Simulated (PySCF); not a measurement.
## State search for CsLi

Unrestricted PBE0; PySCF, spin-free X2C with a Gaussian nucleus, basis sets Cs x2c-TZVPall, Li x2c-TZVPall. Outer shells of the fragments: Cs 6s1; Li 2s1.

Followed along the bond (rough minima from three points):

```csv
2Ms+1,unpaired,⟨S²⟩ at the start,R at minimum (Å),Te (eV)
1,none,0.00,3.74,0.00
3,"σ ↑, π ↑",2.00,3.52,1.02
1,"σ ↑, π ↓",1.00,3.69,1.43
3,σ ↑↑,2.00,none in the scan,≤ 0.58
```

Solutions found at the starting distance of 3.490 Å, counted from the lowest of them; the search is not exhaustive and high or unbound solutions are not listed, so other states can lie among these:

| 2Ms+1 | unpaired | term | E (eV) | ⟨S²⟩ | ⟨Lz²⟩ | μ (D) |
| --- | --- | --- | --- | --- | --- | --- |
| 1 | none | ¹Σ⁺ | 0.00 | 0.00 | 0.00 | -4.94 |
| 3 | σ ↑↑ | ³Σ⁺ | 0.81 | 2.00 | 0.00 | -0.54 |
| 3 | σ ↑, π ↑ | ³Π | 0.99 | 2.00 | 1.00 | -6.44 |
| 1 | σ ↑, π ↓ | mixed | 1.42 | 1.00 | 1.00 | -5.64 |
| 3 | σ ↑, δ ↑ | ³Δ | 2.16 | 2.00 | 4.00 | 2.24 |
| 1 | σ ↑, δ ↓ | mixed | 2.18 | 1.00 | 4.00 | 2.08 |

A term symbol is given only where ⟨S²⟩ and ⟨Lz²⟩ are close to those of a pure state; real π, δ and φ orbitals otherwise mix terms. A positive dipole means Cs(−)Li(+).

Spin–orbit coupling is left out. Counting both spins, an empty level lies below a filled one in some of these solutions, because spin and occupation are held.
